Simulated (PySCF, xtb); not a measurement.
C3H11NSi, SMILES CC(C)N[SiH3]. One conformer was computed; it need not be the lowest.

Harmonic wavenumbers (cm⁻¹) from GFN2-xTB in xtb at its own minimum, in rising order: 51, 145, 198, 214, 263, 348, 371, 408, 497, 579, 616, 772, 789, 820, 836, 924, 941, 976, 1041, 1124, 1158, 1215, 1295, 1321, 1376, 1400, 1414, 1486, 1493, 1496, 1505, 2156, 2236, 2262, 2792, 3022, 3033, 3037, 3039, 3044, 3047, 3443.

### Question
What does PBE-D3(BJ)/def2-SVP (PySCF 2.14.0) give at its own minimum? (The exact figures need the calculation; the answer reports its results.)

### Answer
59, 142, 188, 249, 284, 337, 376, 401, 485, 649, 683, 787, 857, 888, 893, 916, 933, 963, 997, 1093, 1126, 1177, 1277, 1309, 1325, 1346, 1371, 1406, 1413, 1420, 1431, 2098, 2156, 2172, 2856, 2963, 2966, 3049, 3051, 3065, 3071, 3500. Paired by order, the mean absolute difference is 40 cm⁻¹ and the zero-point energies are 83.2 and 82.5 kcal/mol.
